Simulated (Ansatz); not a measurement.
## Which is lower?

Two isomers of CHOSe, doublet, relaxed at PBE0-D4/def2-TZVP (vibrations not checked).

A:

```xyz
4
angstrom
C -0.1210 0.1541 -0.0756
O -1.3109 0.1707 -0.1308
Se 0.9046 -1.3036 0.6347
H 0.5273 0.9788 -0.4284
```

B:

O1  (-1.438, -0.017, 0.073)
C2  (-2.561, -0.070, 0.087)
Se3  (2.709, -0.001, -0.062)
H4  (1.240, 0.017, -0.004)
(Å)

Ansatz 0.2.0; basis: def2-TZVPP; cores frozen in the correlated methods; orbitals are unrestricted. Filled d shells of the heavier atoms are correlated. The def2 sets are not built for correlating such inner shells, so the correlated values are less sure here. B3LYP uses VWN-RPA correlation.

Task: Which structure is lower at CCSD(T), and by how much? (Judge from chemistry; the value comes from the calculation.)

Result: Computed: B, by 4.1 kJ/mol (electronic energy, against the other); a gap this small isn't resolved in one triple-zeta basis. By their contacts, A is CHOSe ([O][CH][Se]) and B is a complex of HSe + CO.

Task: Do the other methods give the same order? (Judge from chemistry; the calculation decides.)

Result: Computed: Not all: PBE-D4, r2SCAN-D4, PBE0-D4, B3LYP-D4, wB97M-V, MP2 give the other order.

```csv
method,E(B) − E(A) (kJ/mol)
PBE-D4,60.8
r2SCAN-D4,47.9
PBE0-D4,43.5
B3LYP-D4,25.6
wB97M-V,3.0
HF,-56.1
MP2,7.2
CCSD,-12.2
CCSD(T),-4.1
```

The T1 diagnostic stays at or below 0.016. ⟨S²⟩ of the unrestricted Hartree–Fock references: 0.76 (a pure state has 0.75).

Labels in which every atom is bracketed show which atoms are joined, not bond orders.
